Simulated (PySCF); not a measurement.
Compound: tosyl fluoride, C7H7FO2S.
Numbering: `[CH3:1][c:2]1[cH:3][cH:4][c:5]([S:6](=[O:7])(=[O:8])[F:9])[cH:10][cH:11]1` (hydrogens: H12, H13, H14 on C1; H15 on C3; H16 on C4; H17 on C10; H18 on C11)

Torsions of this conformer, `[CH3:1][c:2]1[cH:3][cH:4][c:5]([S:6](=[O:7])(=[O:8])[F:9])[cH:10][cH:11]1`: C4–C5–S6–O7 -20°.

The closed-shell ground state was solved at several levels (PySCF, density fitting, gas phase, non-relativistic). Geometry: PBE0-D3(BJ)/def2-SVP, one conformer, isolated molecule.

```json
{"level": "wB97X-D/def2-SVPD", "basis functions": "292", "total energy (Eh)": "-918.7323", "HOMO (eV)": "-9.86", "LUMO (eV)": "-0.09", "gap (eV)": "9.77", "dipole (D)": "6.12"}
{"level": "PBE0/pcSseg-1", "basis functions": "229", "total energy (Eh)": "-918.6060", "HOMO (eV)": "-8.09", "LUMO (eV)": "-1.73", "gap (eV)": "6.36", "dipole (D)": "5.97"}
```

**Question.** Estimate the row for mPW1PW91/pcSseg-2, a basis of 501 functions; the other rows only guide the guess.

**Answer.** Total energy -919.5503 Eh, HOMO -8.09 eV, LUMO -1.78 eV, gap 6.31 eV, dipole 6.10 D.

**Question.** Over all these levels, which gives the widest orbital gap and which the narrowest?

**Answer.** wB97X-D/def2-SVPD (range-separated hybrid) has the widest, 9.77 eV, and mPW1PW91/pcSseg-2 (global hybrid, 25 % exact exchange) the narrowest, 6.31 eV. Functional and basis both differ between the two, so the spread mixes both effects.

**Question.** How far do the dipole and the HOMO energy spread over the levels?

**Answer.** The dipole runs from 5.97 to 6.12 D (mean 6.06 D) and the HOMO from -9.86 to -8.09 eV.

The pairwise dispersion term of wB97X-D wasn't added to the energies; at a given geometry it leaves orbitals and properties as they are.
